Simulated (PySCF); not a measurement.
## Radial density of Se (selenium, neutral)

UHF, [Ar] 3d10 4s2 4p3 4d1, high-spin 5D determinant (an excited configuration). Computed with PySCF 2.14 in aug-cc-pVDZ-DK, with the spin-free X2C one-electron Hamiltonian (Gaussian nucleus).

```
r (bohr)  4πr²ρ (e/bohr)  4πr²(ρα − ρβ)
0.000984          0.5488         0.0000
 0.00166           1.314         0.0000
 0.00278           3.097         0.0000
 0.00468           7.020        -0.0001
 0.00788           14.72        -0.0001
  0.0133           26.95         0.0005
  0.0223           39.38         0.0043
  0.0375           40.82         0.0215
  0.0631           34.08         0.0685
   0.106           44.70         0.1037
   0.178           44.05         0.0108
   0.300           26.12         0.1085
   0.505           32.92         0.2194
   0.849           12.87         0.0712
    1.43           3.818         1.3936
    2.40           2.113         1.5197
    4.04          0.4873         0.4598
    6.80        0.003575         0.0035
```

Densities and radii are taken from the X2C orbitals without a picture-change correction, which distorts them close to the nucleus.

The outer electron is Rydberg-like, and this basis confines it to a smaller radius and binds it less than a complete one would. At UHF the highest occupied level has a positive energy, so only the finite basis holds that electron; for this excited configuration the basis is too tight for the outer shell.
